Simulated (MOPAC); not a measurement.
A run for MOPAC: PM7 on H4OSeSi (SMILES [SiH3]O[SeH]), a point of a torsion scan.

```
PM7 1SCF PRECISE CHARGE=0 THREADS=1
H4OSeSi

Si     0.79127292 1    -0.20397164 1     0.06716759 1
O     -0.34124890 1     0.94626363 1    -0.18425400 1
Se    -2.15724653 1     0.92892715 1     0.02483031 1
H      0.54689712 1    -1.36789408 1    -0.78721439 1
H      1.94073459 1     0.59941074 1    -0.32629702 1
H      0.80030310 1    -0.62523723 1     1.46962933 1
H     -2.24752470 1     2.31241558 1    -0.42006430 1
```

Output:

```
*******************************************************************************
 **                                                                           **
 **                              MOPAC v23.2.5                                **
 **                                                                           **
 *******************************************************************************
 ** MOPAC's Digital Object Identifier: https://doi.org/10.5281/zenodo.6511958 **
 **                                                                           **
 ** Please cite the open-source release paper for use of this MOPAC version:  **
 ** J. E. Moussa and J. J. P. Stewart (2026)                                  **
 ** MOPAC: An open-source semiempirical molecular orbital program             **
 ** J. Open Source Softw., 11(119), 8025, https://doi.org/10.21105/joss.08025 **
 *******************************************************************************

                              PM7 CALCULATION RESULTS

 *******************************************************************************
 *  PM7        - The PM7 Hamiltonian to be used
 *
 *
 *
 *                 CHARGE ON SYSTEM = 0
 *
 *
 *
 *  PRECISE    - TIGHTER CRITERIA TO BE USED
 *  1SCF       - DO 1 SCF AND THEN STOP
 *  THREADS=1  - MULTI-THREADING NOT USED
 *  T=         - A TIME OF 172800.0 SECONDS REQUESTED
 *  DUMP=N     - RESTART FILE WRITTEN EVERY 7200.0 SECONDS REQUESTED
 *******************************************************************************
PM7 1SCF PRECISE CHARGE=0 THREADS=1
 H4OSeSi

   ATOM   CHEMICAL          X               Y               Z
  NUMBER   SYMBOL      (ANGSTROMS)     (ANGSTROMS)     (ANGSTROMS)

     1      Si          0.79127292  *  -0.20397164  *   0.06716759  *
     2       O         -0.34124890  *   0.94626363  *  -0.18425400  *
     3      Se         -2.15724653  *   0.92892715  *   0.02483031  *
     4       H          0.54689712  *  -1.36789408  *  -0.78721439  *
     5       H          1.94073459  *   0.59941074  *  -0.32629702  *
     6       H          0.80030310  *  -0.62523723  *   1.46962933  *
     7       H         -2.24752470  *   2.31241558  *  -0.42006430  *



          CARTESIAN COORDINATES

    NO.       ATOM           X           Y           Z

     1        Si          0.7913     -0.2040      0.0672
     2         O         -0.3412      0.9463     -0.1843
     3        Se         -2.1572      0.9289      0.0248
     4         H          0.5469     -1.3679     -0.7872
     5         H          1.9407      0.5994     -0.3263
     6         H          0.8003     -0.6252      1.4696
     7         H         -2.2475      2.3124     -0.4201

 General Reference for PM7:
 "Optimization of Parameters for Semiempirical Methods VI: More Modifications to the
 NDDO Approximations and Re-optimization of Parameters", J. J. P. Stewart, J. Mol. Mod., 1:32, 19 (2013)
 https://link.springer.com/article/10.1007/s00894-012-1667-x

           Empirical Formula: H4 O Si Se  =     7 atoms



      MOLECULAR POINT GROUP   :   Cs


      RHF CALCULATION, NO. OF DOUBLY OCCUPIED LEVELS = 10


 -------------------------------------------------------------------------------
 PM7 1SCF PRECISE CHARGE=0 THREADS=1
 H4OSeSi



     1SCF WAS SPECIFIED, SO BFGS WAS NOT USED
     SCF FIELD WAS ACHIEVED


                              PM7 CALCULATION
                                                       MOPAC v23.2.5 Linux




          FINAL HEAT OF FORMATION =        -87.54402 KCAL/MOL =    -366.28419 KJ/MOL


          COSMO AREA              =        119.22 SQUARE ANGSTROMS
          COSMO VOLUME            =        107.42 CUBIC ANGSTROMS

          IONIZATION POTENTIAL    =          7.855674 EV
          HOMO LUMO ENERGIES (EV) =         -7.856 -0.642
          NO. OF FILLED LEVELS    =         10
          MOLECULAR WEIGHT        =        127.0765         POINT GROUP:  Cs

          MOLECULAR DIMENSIONS (Angstroms)

            Atom       Atom       Distance
            H     7    H     6     4.63573
            H     5   Se     3     3.06724
            H     6    H     4     2.24120


          SCF CALCULATIONS        =          1





   ATOM   CHEMICAL          X               Y               Z
  NUMBER   SYMBOL      (ANGSTROMS)     (ANGSTROMS)     (ANGSTROMS)

     1      Si          0.79127292  *  -0.20397164  *   0.06716759  *
     2       O         -0.34124890  *   0.94626363  *  -0.18425400  *
     3      Se         -2.15724653  *   0.92892715  *   0.02483031  *
     4       H          0.54689712  *  -1.36789408  *  -0.78721439  *
     5       H          1.94073459  *   0.59941074  *  -0.32629702  *
     6       H          0.80030310  *  -0.62523723  *   1.46962933  *
     7       H         -2.24752470  *   2.31241558  *  -0.42006430  *

                             CARTESIAN COORDINATES

   1   Si        0.791272920    -0.203971640     0.067167590
   2    O       -0.341248900     0.946263630    -0.184254000
   3   Se       -2.157246530     0.928927150     0.024830310
   4    H        0.546897120    -1.367894080    -0.787214390
   5    H        1.940734590     0.599410740    -0.326297020
   6    H        0.800303100    -0.625237230     1.469629330
   7    H       -2.247524700     2.312415580    -0.420064300


           Empirical Formula: H4 O Si Se  =     7 atoms



      MOLECULAR POINT GROUP   :   Cs


                  EIGENVALUES
 -27.36937 -23.00668 -17.48360 -14.26874 -13.49895 -13.47831 -11.83466 -11.33556
 -10.37330  -7.85567  -0.64206   1.66088   2.10133   3.06039   3.31064   8.20180
  22.45209  22.73589  23.33756  23.65614  24.80473


              NET ATOMIC CHARGES AND DIPOLE CONTRIBUTIONS

  ATOM NO.   TYPE          CHARGE      No. of ELECS.   s-Pop       p-Pop       d-Pop
    1         Si           0.213102        3.7869     0.91858     2.66714     0.20118
    2          O          -0.776844        6.7768     1.75852     5.01832
    3         Se           0.369248        5.6308     1.93967     3.69109
    4          H           0.031677        0.9683     0.96832
    5          H           0.060093        0.9399     0.93991
    6          H           0.031677        0.9683     0.96832
    7          H           0.071047        0.9290     0.92895
 DIPOLE           X         Y         Z       TOTAL
 POINT-CHG.    -1.745    -1.433     0.667     2.354
 HYBRID        -0.067     1.302    -0.420     1.369
 SUM           -1.812    -0.132     0.246     1.833


          ATOMIC ORBITAL ELECTRON POPULATIONS

     Atom    s        px        py        pz      x^2-y^2     xz        z^2       yz        xy
    1 Si   0.91858   0.76363   0.85938   1.04413   0.04490   0.02084   0.03550   0.04442   0.05552
    2  O   1.75852   1.41112   1.70575   1.90145
    3 Se   1.93967   0.59042   1.20061   1.90006
    4  H   0.96832
    5  H   0.93991
    6  H   0.96832
    7  H   0.92895

 **********************
 *                    *
 * JOB ENDED NORMALLY *
 *                    *
 **********************




 == MOPAC DONE ==
```

The run finished.

Cost: around 0.04 core-seconds (rough).
